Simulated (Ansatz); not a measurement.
Consider the ligand exchange at the Si–N bond: `O[SiH](O)N[SiH](O)Cl` + `[OH][GeH3]` → `O[SiH](O)[O][GeH3]` + `N[SiH](O)Cl`.

Program: Ansatz. Geometries: PBE0-D4/def2-TZVP. ΔE: electronic, gas phase. CCSD(T)/CBS is the MP2 limit (def2-TZVPP, def2-QZVPP) plus CCSD(T) − MP2 in def2-TZVPP, frozen cores. Functionals use def2-TZVPP. B3LYP here is the variant with VWN-RPA as its local correlation; programs differ in this. For Ge outer-core shells are correlated without core-valence functions, which leaves a few kJ/mol of doubt a bond. Scalar relativity is left out up to krypton. One conformer a species, not always the lowest.

`O[SiH](O)N[SiH](O)Cl`:

Z-matrix (Å, degrees):
```
Si
O 1 1.648
N 1 1.710 2 107.2
O 1 1.639 2 103.4 3 122.9
H 1 1.481 2 112.8 3 -117.9
H 2 0.960 1 115.6 3 -152.6
Si 3 1.721 1 128.4 2 37.2
H 3 1.011 1 114.8 2 -129.5
H 4 0.958 1 118.9 2 -177.7
O 7 1.622 3 108.9 1 -11.3
Cl 7 2.060 3 106.8 1 -133.9
H 7 1.473 3 114.9 1 109.8
H 10 0.967 7 114.8 3 -25.3
```

`[OH][GeH3]`:

Cartesian coordinates in Å:
```
O -0.428 -1.232 0.427
Ge 0.020 0.346 -0.271
H 0.022 -1.410 1.256
H -0.794 0.431 -1.565
H 1.534 0.385 -0.553
H -0.354 1.478 0.706
```

`O[SiH](O)[O][GeH3]`:

Cartesian coordinates in Å:
```
O 0.051 0.474 1.980
Si -0.859 0.484 0.623
O -1.436 2.000 0.399
O -0.030 0.076 -0.716
Ge 1.076 -1.261 -1.113
H 0.590 1.248 2.154
H -1.929 -0.501 0.870
H -1.547 2.284 -0.509
H 0.529 -2.556 -0.492
H 1.093 -1.332 -2.645
H 2.462 -0.916 -0.549
```

`N[SiH](O)Cl`:

Cartesian coordinates in Å:
```
N 0.685 0.155 0.982
Si -0.022 0.077 -0.562
O -1.050 -1.184 -0.677
Cl -0.967 1.891 -0.787
H 0.925 1.040 1.393
H 1.247 -0.600 1.340
H 0.880 -0.099 -1.715
H -1.696 -1.280 0.026
```

Task: Is it downhill or uphill in electronic energy at CCSD(T)/CBS, and by how much? (Estimate.)

Result: Computed: Downhill: ΔE = -12.2 kcal/mol.

Task: What do these levels give: r2SCAN-D4, B3LYP-D4, ωB97X-V, ωB97M-V, PBE, r2SCAN, CCSD/def2-TZVPP, CCSD(T)/def2-TZVPP, HF/def2-QZVPP, MP2/def2-QZVPP, HF/CBS(def2), MP2/CBS(def2)? (Estimate.)

Result: Computed: r2SCAN-D4 -11.7, B3LYP-D4 -11.7, ωB97X-V -12.1, ωB97M-V -11.8, PBE -11.1, r2SCAN -12.1, CCSD/def2-TZVPP -12.9, CCSD(T)/def2-TZVPP -12.1, HF/def2-QZVPP -16.6, MP2/def2-QZVPP -12.2, HF/CBS(def2) -16.7, MP2/CBS(def2) -12.2 kcal/mol.

Largest T1 diagnostic among the species: 0.012.

In def2-TZVPP, CCSD(T) changes the Hartree–Fock value by +4.2 kcal/mol (the triples alone add +0.7 kcal/mol) and MP2 by +4.3 kcal/mol. The D4 term adds +1.6 kcal/mol with B3LYP and +0.9 kcal/mol with PBE0; it sums over pairs of atoms, weighted by their polarisabilities, and B3LYP, whose exchange is more repulsive, gets the larger term.
